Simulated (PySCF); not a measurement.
# Bi (bismuth, neutral) across methods

[Xe] 4f14 5d10 6s1 6p3 6d1, high-spin 6D determinant (an excited configuration). Calculation: PySCF 2.14, in aug-cc-pwCVTZ-PP with ECP60MDF; a scalar-relativistic core potential.

```json
{"method": "PBE0", "E (hartree)": "-214.0714", "mean ε 6s α (eV)": "-20.740", "mean ε 6p α (eV)": "-9.270", "mean ε 6d α (eV)": "-0.662", "Σ⟨r²⟩ (bohr²)": "87.22", "⟨S²⟩": "8.753"}
{"method": "LDA", "E (hartree)": "-213.7509", "mean ε 6s α (eV)": "-19.007", "mean ε 6p α (eV)": "-8.227", "mean ε 6d α (eV)": "-0.257", "Σ⟨r²⟩ (bohr²)": "87.48", "⟨S²⟩": "8.752"}
{"method": "M06-2X", "E (hartree)": "-213.9653", "mean ε 6s α (eV)": "-23.264", "mean ε 6p α (eV)": "-10.526", "mean ε 6d α (eV)": "-0.930", "Σ⟨r²⟩ (bohr²)": "86.68", "⟨S²⟩": "8.753"}
{"method": "PBE", "E (hartree)": "-214.0809", "mean ε 6s α (eV)": "-18.787", "mean ε 6p α (eV)": "-8.115", "mean ε 6d α (eV)": "-0.284", "Σ⟨r²⟩ (bohr²)": "87.61", "⟨S²⟩": "8.752"}
{"method": "r2SCAN", "E (hartree)": "-214.1709", "mean ε 6s α (eV)": "-19.652", "mean ε 6p α (eV)": "-8.597", "mean ε 6d α (eV)": "-0.218", "Σ⟨r²⟩ (bohr²)": "87.34", "⟨S²⟩": "8.755"}
{"method": "UHF", "E (hartree)": "-213.11780", "mean ε 6s α (eV)": "-25.714", "mean ε 6p α (eV)": "-12.196", "mean ε 6d α (eV)": "-1.585", "Σ⟨r²⟩ (bohr²)": "87.44", "⟨S²⟩": "8.757"}
{"method": "wB97X-V", "E (hartree)": "-214.0180", "mean ε 6s α (eV)": "-23.436", "mean ε 6p α (eV)": "-11.325", "mean ε 6d α (eV)": "-1.690", "Σ⟨r²⟩ (bohr²)": "86.83", "⟨S²⟩": "8.753"}
{"method": "PBEsol", "E (hartree)": "-213.8586", "mean ε 6s α (eV)": "-18.869", "mean ε 6p α (eV)": "-8.153", "mean ε 6d α (eV)": "-0.252", "Σ⟨r²⟩ (bohr²)": "87.44", "⟨S²⟩": "8.752"}
{"method": "B97-3", "E (hartree)": "-214.0896", "mean ε 6s α (eV)": "-20.735", "mean ε 6p α (eV)": "-9.185", "mean ε 6d α (eV)": "-0.664", "Σ⟨r²⟩ (bohr²)": "87.64", "⟨S²⟩": "8.752"}
```

Energies and moments cover only the electrons outside the core potential. Spin-orbit coupling is strong in this species (close to jj coupling), so the high-spin LS determinant is a model state, not a physical level. The outer electron is Rydberg-like, and this basis confines it to a smaller radius and binds it less than a complete one would.
